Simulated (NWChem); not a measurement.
System: GeCl3F; SMILES [F][Ge]([Cl])([Cl])[Cl]

All runs: NWChem. All runs use the structure optimised with PBE0/def2-SVP. Level M06-2X/def2-SVP: energy and gradient on several grids; changes count from the extra-fine grid, which is no exact limit either.

```json
[
 {"grid": "xcoarse", "size of the energy change (μHa)": "10000", "largest change of a gradient component (μHa/bohr)": "2000"},
 {"grid": "coarse", "size of the energy change (μHa)": "70", "largest change of a gradient component (μHa/bohr)": "500"},
 {"grid": "medium", "size of the energy change (μHa)": "< 10", "largest change of a gradient component (μHa/bohr)": "300"},
 {"grid": "fine", "size of the energy change (μHa)": "< 10", "largest change of a gradient component (μHa/bohr)": "< 30"},
 {"grid": "xfine", "size of the energy change (μHa)": "< 10", "largest change of a gradient component (μHa/bohr)": "< 30"}
]
```
